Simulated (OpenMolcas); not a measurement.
An OpenMolcas run meant for Tb3+ (ANO-R1, X2C; inactive shells 1s 2s 2p 3s 3p 3d 4s 4p 4d 5s 5p; intended active space 8 electrons in 7 orbitals (4f)). One step of its input:

```
&RASSCF
FileOrb=start.orb
Symmetry=1
Spin=7
nActEl=8 0 0
Inactive=15 12
Ras2=0 7
CIRoot=7 7 1
SDav=7
CIMx=300
Iter=84 100
PrWF=0.3
OrbListing=Nothing
MaxOrb=0
Atom
Thrs=1.0e-3 5.0e-1 5.0e-1
```

The run finished. Its levels beside those of a sound run (CASSCF), in cm⁻¹ above each run's lowest level:

| Level | This run | Usual run |
| --- | --- | --- |
| 4f⁸ ⁷F₆ | 0.0 | 0.0 |
| 4f⁸ ⁷F₅ | 2289 | 2287 |
| 4f⁸ ⁷F₄ | 3788 | 3787 |
| 4f⁸ ⁷F₃ | 4835 | 4834 |
| 4f⁸ ⁷F₂ | 5547 | 5547 |
| 4f⁸ ⁷F₁ | 5990 | 5990 |
| 4f⁸ ⁷F₀ | 6202 | 6202 |
| 4f⁸ ⁵D₄ | 24289 | 24323 |
| 4f⁸ ⁵D₃ | 29909 | 29923 |
| 4f⁸ ⁵L₁₀ | 31176 | 31191 |

Q: Which setting is unsound, and how much does it matter here?

A: The convergence thresholds are far too loose, so the orbitals stop early. Against the sound run the excited levels shown move by 7.6 cm-1 on average and by 34 cm-1 at most.

High states are left out of the spin-orbit mixing, which shifts the levels that they would mix with. Without dynamic correlation excited terms often stand tens of per cent too high (terms of higher spin than the ground term too low), and those without a measured partner can miss by more than the paired ones. The basis is small and was not contracted for so high a charge. Levels of configurations outside the active space are missing.
